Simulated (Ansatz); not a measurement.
Saddle point of CH₇BrSi, closed shell (CH₆Si ([CH3][SiH3]) + HBr → CH₅BrSi ([CH3][SiH2][Br]) + H₂; bonds formed: Si1–Br7, H2–H6; bonds broken: Si1–H2, H6–Br7), PBE0-D4/def2-TZVP structure:

```
atom    x (Å)    y (Å)    z (Å)
 Si1  -0.4114   0.0575  -0.5736
  H2   0.8950   0.7543  -1.4709
  H3  -0.3023  -0.8830  -1.7374
  H4  -1.6822   0.7737  -0.7730
  C5   0.0073  -0.9365   0.9288
  H6   0.8478   1.3401  -0.8257
 Br7   0.3271   2.3038   0.7768
  H8  -0.3410  -1.9639   0.7902
  H9  -0.4315  -0.4915   1.8205
 H10   1.0912  -0.9545   1.0639
```

Energies are electronic, without zero-point energy. Barriers and step energies count from the start structure reached by relaxing down the imaginary mode; all methods use the PBE0-D4 structures, on which another method's saddle can fall below an end. Ansatz 0.2.0; basis: def2-TZVPP, with def2-QZVPP for the basis limit; cores frozen in the correlated methods. Filled d shells of the heavier atoms are correlated. The def2 sets are not built for correlating such inner shells, so the correlated values are less sure here. B3LYP uses VWN-RPA correlation. Extrapolation: Hartree–Fock as exp(−7.88 √X), correlation as X^−2.97.

```csv
method,barrier (eV),step energy (eV)
SPW92,0.987,-0.653
PBE-D4,1.192,-0.747
BLYP-D4,1.357,-0.726
r2SCAN-D4,1.272,-0.800
B97M-V,1.481,-0.711
PBE0-D4,1.312,-0.763
B3LYP-D4,?,-0.736
r2SCAN0-D4,1.351,-0.803
BHLYP-D4,1.572,-0.759
CAM-B3LYP-D4,?,-0.698
wB97X-V,1.527,-0.761
wB97M-V,1.456,-0.784
B2PLYP,?,-0.742
PBE-QIDH,1.436,-0.794
RPA on PBE,1.678,-0.684
HF,1.990,-0.728
MP2,1.508,-0.828
CCSD,1.692,-0.705
CCSD(T),1.610,-0.723
```

Q: Fill in the withheld barriers. (An estimate is asked for; the value comes from the calculation.)

A: Computed: B3LYP-D4 1.443; CAM-B3LYP-D4 1.547; B2PLYP 1.531 eV. Each is the energy of the saddle less that of the start structure, by the same method.

For comparison, the barrier by CCSD(T) at an estimated basis limit (MP2 extrapolated from triple and quadruple zeta, plus CCSD(T) − MP2 in triple zeta) is 1.482 eV.

T1 diagnostic: at most 0.010.

Labels in which every atom is bracketed show which atoms are joined, not bond orders.

For scale, one of the runs: CCSD(T)/def2-TZVPP, 219 basis functions (an equivalent command: `ansatz run in.yaml --threads 4`). The run took 91 s on 4 CPU threads (shared host), with 3.2 GiB of host memory at its peak.
